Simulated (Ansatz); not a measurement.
CH7BOSi can be A, `B[SiH2]OC`, or B, `OCB[SiH3]`.

Isolated molecules relaxed with PBE0-D4/def2-TZVP in Ansatz; ΔE leaves out vibrations. CCSD(T)/CBS is the MP2 limit (def2-TZVPP, def2-QZVPP) plus CCSD(T) − MP2 in def2-TZVPP, frozen cores. Functionals use def2-TZVPP. B3LYP here is the variant with VWN-RPA as its local correlation; programs differ in this. Each species was taken in one conformer, which may not be the lowest.

(1) Which isomer does CCSD(T)/CBS put lower? Give the gap. (Estimate.)

(2) Give E(B) − E(A) in kJ/mol with B3LYP, CCSD/def2-TZVPP, LDA (SPW92), r2SCAN-D4, PBE-D4, B2PLYP, PBE0-D4. (Best estimate.)

(3) Does the order hold for the free energy at 298.15 K (harmonic terms from PBE0-D4)? (An estimate is asked.)

Largest T1 diagnostic: 0.012.

Results:

(1) Computed: A, by 78.7 kJ/mol.

(2) The calculation gave: B3LYP 77.6, CCSD/def2-TZVPP 81.4, LDA (SPW92) 51.7, r2SCAN-D4 71.9, PBE-D4 59.2, B2PLYP 81.3, PBE0-D4 65.4. None reverses the order clearly.

(3) Computed: Yes: G(B) − G(A) = +75.2 kJ/mol, for one conformer each.

Leaving LDA and LC-ωPBE aside and taking each functional with its dispersion term where it has one, the values, not all of them listed here, spread over 27.2 kJ/mol, from PBE-D4 to BHLYP-D4. LDA lies −7.2 kJ/mol from PBE without D4. From BLYP to BHLYP (50 % exact exchange), in def2-TZVPP and without D4, E(B) − E(A) moves by +12.2 kJ/mol.
